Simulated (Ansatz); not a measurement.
Diatomic AgH, closed-shell singlet (the spin of the measured ground state). No spin–orbit coupling.

The constants come from a fifth-degree fit in 1/R (seven points, main isotopes). Runs in def2 and cc sets follow the lowest solution found near the PBE0 minimum. The singlet is held restricted.

Codes used: Ansatz (Gaussian basis) for Hartree–Fock, density functionals and correlated methods.  In def2 rows elements past Kr take small-core potentials, without spin–orbit coupling.

Energies at wB97X-V/def2-TZVPP:

```
R (Å)       E (hartree)
--------  -------------
1.503127  -147.52184028
1.543533  -147.52405352
1.580707  -147.52521585
1.622730  -147.52567569
1.664753  -147.52537037
1.713241  -147.52422971
1.769810  -147.52203460
```

Question: With a reduced mass of 0.9984 u, find the minimum, the force constant and the constants.

Answer: A fifth-degree polynomial in 1/R puts the minimum at r_e = 1.6258 Å with force constant 186 N/m. Then ω_e = (1/2πc)√(k/μ) = 1778 cm⁻¹ and B_e = h/(8π²cμr_e²) = 6.388 cm⁻¹; the cubic and quartic terms give α_e = 0.18 and ω_e x_e = 28 cm⁻¹.

Ansatz is a first-principles code.
